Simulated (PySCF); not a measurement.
Two probes of the same atoms: core binding energy and nuclear shielding

Compound: C6H9BS.
Atom-mapped SMILES: `[CH3:1][B:2]([CH3:3])[c:4]1[cH:5][cH:6][cH:7][s:8]1`

Geometry (PBE0-D3(BJ)/def2-SVP, Å), atoms numbered from 1 in this order:
```
atom  x, y, z in Å
C1    -1.813    1.706   -0.230
B2    -1.188    0.273   -0.046
C3    -2.128   -0.991    0.066
C4     0.343    0.064    0.024
C5     1.065   -1.109    0.195
C6     2.467   -0.930    0.210
C7     2.818    0.393    0.050
S8     1.449    1.394   -0.117
H9    -1.102    2.536   -0.350
H10   -2.499    1.703   -1.095
H11   -2.455    1.926    0.642
H12   -3.200   -0.745    0.089
H13   -1.892   -1.590    0.962
H14   -1.954   -1.659   -0.795
H15    0.577   -2.079    0.307
H16    3.193   -1.734    0.333
H17    3.823    0.814    0.024
```

Binding energies: delta-SCF UKS SCAN, pcX-2 on the ionised atom, pcseg-1 elsewhere, spin-free X2C in PySCF 2.14.0. Shieldings: GIAO B3LYP/pcSseg-1, non-relativistic, same geometry.

| atom | isotropic shielding (ppm) |
| --- | --- |
| C1 | 165.7 |
| C4 | 21.8 |
| C5 | 35.8 |
| C6 | 45.1 |
| C7 | 33.2 |

**Question.** What are the C 1s binding energies of these atoms?

**Answer.** 
```
atom                        environment  C 1s (eV)  isotropic shielding (ppm)
  C1          sp3 carbon bound to boron     289.77                      165.7
  C4        substituted aromatic carbon     290.00                       21.8
  C5                 aromatic CH carbon     290.24                       35.8
  C6                 aromatic CH carbon     290.32                       45.1
  C7  aromatic CH next to a ring sulfur     290.64                       33.2
```

**Question.** Among the listed atoms, is the one with the highest binding energy also the least shielded?

**Answer.** No. The highest binding energy is at C7 (290.64 eV, shielding 33.2 ppm), the lowest shielding at C4 (21.8 ppm, 290.00 eV).

By binding energy: C1 < C4 < C5 < C6 < C7. By shielding: C4 < C7 < C5 < C6 < C1.

Of atoms equivalent by bonding only the ionised one is listed; its partners' own values can differ in this conformer. Geometry: PBE0-D3(BJ)/def2-SVP; no solvent, vibrations or thermal averaging.
